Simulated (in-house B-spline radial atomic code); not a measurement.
# Ionising the nitrogen ion N³⁺ with different functionals

Computed with an all-electron radial atomic-structure program (B-spline basis): scalar-relativistic (spin-free X2C) Hamiltonian, Fermi nucleus of rms radius 2.5582 fm, spin-polarised at highest spin, spherical fractional occupations for the functionals, and exact exchange of hybrids averaged over the configuration. The ionisation energy is the difference of two self-consistent energies, [He] 2s2 → [He] 2s1, without Breit or QED terms; ε is the level of the shell that loses the electron (its least bound occupied spin orbital).

| method | rung | ΔSCF (eV) | -ε(2s) (eV) |
| --- | --- | --- | --- |
| PBE0 | global hybrid | 76.40 | 70.18 |
| B3LYP | global hybrid | 76.59 | 69.86 |
| TPSSh | global hybrid | 76.49 | 69.27 |
| BHandHLYP | global hybrid | 76.36 | 72.16 |
| r2SCAN0 | global hybrid | ? | ? |
| B97-1 | global hybrid | ? | ? |
| HSE06 | range-separated hybrid | 76.40 | 69.76 |
| wB97X | range-separated hybrid | 75.64 | 72.83 |
| CAM-B3LYP | range-separated hybrid | 76.54 | 71.77 |
| LC-wPBE | range-separated hybrid | 76.60 | 73.42 |

Problem. What does B97-1 give?

Solution. ΔSCF 76.61 eV, and -ε(2s) = 69.86 eV.

Problem. What does r2SCAN0 give?

Solution. ΔSCF 75.95 eV, and -ε(2s) = 70.42 eV.

Problem. Among the functionals, which spreads more, the ΔSCF values or the orbital energies?

Solution. The orbital energies: ΔSCF values span about 0.97 eV and the orbital energies 4.15 eV; here energy differences depend much less on the functional than eigenvalues do.

Problem. How do they compare with the NIST value?

Solution. NIST lists 77.474 eV (measured, ground level to ground level). Errors run from -1.84 to -0.86 eV; B97-1 is closest (-0.86 eV), but part of that can be cancellation, since the calculations leave out Breit-QED terms, the near-degeneracy of s² and p².
